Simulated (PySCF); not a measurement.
HIn, singlet, at a GFN2-xTB geometry (such geometries of metal compounds can be far from the true shape) (core potentials on In); SVWN5/def2-SV(P) (PySCF).

PySCF was given this input:
```python
from pyscf import gto, scf, dft

mol = gto.M(
    atom='''
In   -0.00000000   -0.00000000   -0.03940380
H     0.00000000    0.00000000    1.93078643
''',
    basis='def2-sv(p)',
    ecp={'In': 'def2-sv(p)'},
    verbose=4,
)

mf = dft.RKS(mol)
mf.xc = 'lda,vwn'
mf.kernel()
```

What the program printed (banner, timings and long lists left out):

```
PySCF version 2.14.0

[INPUT] verbose = 4
[INPUT] num. atoms = 2
[INPUT] num. electrons = 22
[INPUT] charge = 0
[INPUT] spin (= nelec alpha-beta = 2S) = 0
[INPUT] symmetry False subgroup None
[INPUT] Mole.unit = angstrom
[INPUT] Symbol           X                Y                Z      unit          X                Y                Z       unit  Magmom
[INPUT]  1 In     0.000000000000   0.000000000000  -0.039403800000 AA    0.000000000000   0.000000000000  -0.074462390267 Bohr   0.0
[INPUT]  2 H      0.000000000000   0.000000000000   1.930786430000 AA    0.000000000000   0.000000000000   3.648657557727 Bohr   0.0

nuclear repulsion = 5.640430685376
number of shells = 12
number of NR pGTOs = 65
number of NR cGTOs = 28
basis = def2-sv(p)
ecp = {'In': 'def2-sv(p)'}

******** <class 'pyscf.dft.rks.RKS'> ********
method = RKS
initial guess = minao
damping factor = 0
level_shift factor = 0
DIIS = <class 'pyscf.scf.diis.CDIIS'>
diis_start_cycle = 1
diis_space = 8
diis_damp = 0
SCF conv_tol = 1e-09
SCF conv_tol_grad = None
SCF max_cycles = 50
direct_scf = True
direct_scf_tol = 1e-13
XC library pyscf.dft.libxc version 7.1.2
    S. Lehtola, C. Steigemann, M. J. T. Oliveira, and M. A. L. Marques,  SoftwareX 7, 1–5 (2018)
XC functionals = lda,vwn
    P. A. M. Dirac,  Math. Proc. Cambridge Philos. Soc. 26, 376 (1930)
    F. Bloch,  Z. Phys. 57, 545 (1929)
    S. H. Vosko, L. Wilk, and M. Nusair,  Can. J. Phys. 58, 1200 (1980)
radial grids:
    Treutler-Ahlrichs [JCP 102, 346 (1995); DOI:10.1063/1.469408] (M4) radial grids

becke partition: Becke, JCP 88, 2547 (1988); DOI:10.1063/1.454033
pruning grids: <function nwchem_prune>
grids dens level: 3
symmetrized grids: False
atomic radii adjust function: <function treutler_atomic_radii_adjust>
small_rho_cutoff = 0
Set gradient conv threshold to 3.16228e-05
Initial guess from minao.
tot grids = 31688
init E= -169.592242668221
  HOMO = -0.67946556676208  LUMO = -0.604720557049542  gap/eV = 2.03392
cycle= 1 E= -189.743199137531  delta_E= -20.2  |g|= 1.83  |ddm|= 12.3
  HOMO = -0.0793949039483111  LUMO = 0.00707058263057073  gap/eV = 2.35285
cycle= 2 E= -189.471002099034  delta_E= 0.272  |g|= 2.25  |ddm|= 5.73
  HOMO = -0.172926033220915  LUMO = -0.0915371974700019  gap/eV = 2.21470
cycle= 3 E= -190.37367373733  delta_E= -0.903  |g|= 0.11  |ddm|= 2.78
  HOMO = -0.17602018160201  LUMO = -0.0967350592635201  gap/eV = 2.15746
cycle= 4 E= -190.376425232339  delta_E= -0.00275  |g|= 0.0132  |ddm|= 0.218
  HOMO = -0.179490114430665  LUMO = -0.0970517618865548  gap/eV = 2.24326
cycle= 5 E= -190.376495112132  delta_E= -6.99e-05  |g|= 0.00708  |ddm|= 0.0413
  HOMO = -0.179045466015559  LUMO = -0.0974924830874099  gap/eV = 2.21917
cycle= 6 E= -190.376526074672  delta_E= -3.1e-05  |g|= 0.00099  |ddm|= 0.0185
  HOMO = -0.179144412622992  LUMO = -0.0975832989694647  gap/eV = 2.21939
cycle= 7 E= -190.376526564649  delta_E= -4.9e-07  |g|= 2.64e-05  |ddm|= 0.00242
  HOMO = -0.179141925225499  LUMO = -0.0975784457531584  gap/eV = 2.21946
cycle= 8 E= -190.376526565054  delta_E= -4.05e-10  |g|= 3.57e-06  |ddm|= 7.97e-05
  HOMO = -0.179143028726867  LUMO = -0.0975800094127885  gap/eV = 2.21944
Extra cycle  E= -190.37652656505  delta_E= 3.81e-12  |g|= 4.71e-06  |ddm|= 2.36e-05
converged SCF energy = -190.37652656505
```
